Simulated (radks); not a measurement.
Results of a calculation; reference values are marked as such.
Question: The mean radii <r> (bohr) of the occupied orbitals of an atom or ion are listed with their occupations. Level of theory: scalar-relativistic Kohn-Sham, PBE, spin-polarised, spherical densities, finite nucleus; Fermi nuclear charge, rms radius of each element as measured or else 0.836 A^(1/3) + 0.57 fm (a radial shooting solver on a logarithmic mesh with Libxc functionals).

| orbital | occ. | <r> |
|---|---|---|
| 1s down | 1 | 0.03263 |
| 1s up | 1 | 0.03263 |
| 2s up | 1 | 0.1419 |
| 2s down | 1 | 0.1419 |
| 2p up | 3 | 0.1237 |
| 2p down | 3 | 0.1237 |
| 3s up | 1 | 0.3905 |
| 3s down | 1 | 0.3904 |
| 3p up | 3 | 0.3903 |
| 3p down | 3 | 0.3902 |
| 3d up | 5 | 0.3700 |
| 3d down | 5 | 0.3698 |
| 4s up | 1 | 0.9603 |
| 4s down | 1 | 0.9568 |
| 4p up | 3 | 1.039 |
| 4p down | 3 | 1.037 |
| 4d up | 4 | 1.251 |

Name the element and its charge. Open shells, if any, are filled with parallel spins first.

Answer: Z = 45, rhodium, charge +5: Rh5+ in [Kr] 4d4. The 1s radius gives Z: for a bare nucleus <r> = (2 gamma + 1)/(2Z) with gamma = sqrt(1 - (Z/c)^2), 0.0321 bohr for Z = 45, and screening makes it slightly larger (0.03263 here). The occupations add up to 40, and the charge is Z minus that.
